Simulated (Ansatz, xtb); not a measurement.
Ranking isomers of CHAgO

4 gas-phase structures of CHAgO, found in a search over its isomers (lower ones may exist). Each was relaxed with GFN2-xTB:

A. `O=[CH][Ag]`, a singlet
B. a singlet given by its coordinates
C. `O[C][Ag]`, a singlet
D. a singlet given by its coordinates

B (Å):

```xyz
4

C    -0.1126    0.8436    0.6192
Ag   -0.2215   -0.6118   -0.7274
O     0.0292    0.9064    1.7448
H    -0.1756   -2.1654   -0.9229
```

Close contacts (Å): C1–Ag2 1.99, C1–O3 1.14, Ag2–H4 1.57.

D (Å):

```xyz
4

C    -1.8745    0.3516   -0.5730
Ag   -1.2383    2.2211    1.9528
O    -1.4420    1.3735   -0.0558
H    -2.3139   -0.4419    0.0875
```

Close contacts (Å): C1–O3 1.22, Ag2–O3 2.19, C1–H4 1.12.

Estimate their order in r2SCAN-D4/def2-SVP energy at these geometries, lowest first.

Calculated order at r2SCAN-D4/def2-SVP: B (0.0), A (7.4), D (48.2), C (60.4) kcal/mol.

Energies above the lowest of each column, in kcal/mol; the last columns are at r2SCAN-D4/def2-TZVP geometries and were run for some of them only (a dash: not run or not comparable):

```tsv
structure	GFN2-xTB	HF/STO-3G	r2SCAN-D4/def2-SVP	r2SCAN-D4/def2-TZVP	CCSD(T)/def2-TZVPP
B	0.0	0.0	0.0	0.0	0.0
A	30.2	45.9	7.4	14.0	19.4
D	61.8	108.3	48.2	–	–
C	71.3	87.2	60.4	–	–
```

Every level run on B puts it lowest or level with the lowest. Flexible structures stand in one conformer each, not always the lowest. Frequencies (r2SCAN-D4/def2-TZVP) were run for A, B alone. Large T1 diagnostics make some coupled-cluster values less sure. Atoms past krypton carry core potentials in the def2 sets, without spin–orbit terms.

Over these structures GFN2-xTB departs from r2SCAN-D4/def2-SVP by 6.4 kcal/mol on average once a common shift is removed. A GFN2-xTB relaxation took about 0.042 s and the r2SCAN-D4/def2-SVP energy about 0.8 s on a shared host (Ansatz 0.2.0, xtb 6.7.1).
